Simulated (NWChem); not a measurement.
**hexafluoroethane (C$_{2}$F$_{6}$)**

```
C
F 1 1.3312
F 1 1.3312 2 109.12
F 1 1.3312 2 109.12 3 119.16
C 1 1.5483 2 109.82 3 -120.42
F 5 1.3312 1 109.82 2 180.00
F 5 1.3312 6 109.12 1 120.42
F 5 1.3312 6 109.12 7 119.16
```
Charge 0, spin multiplicity 1.

Everything below was run with NWChem. All single points use one geometry, from B3LYP/def2-SVP, held to C2h symmetry and with no frequency check, so it may be a saddle point.

No SCF solution was tested for a lower state. Open-shell Hartree-Fock references start from PBE0 orbitals.

Worked example. At HF/def2-SVP the parent has a total energy of -671.84009 Ha and the doublet with one electron less, at the same geometry, -671.27812 Ha. The vertical ionisation energy is their difference.

ΔE = -671.27812 − (-671.84009) = 0.56197 Ha. Times 27.2114 eV/Ha this is 15.29 eV, or 1475 kJ/mol; λ = 1239.84/15.29 = 81.1 nm. No relaxation of the ion's geometry and no zero-point term enter.
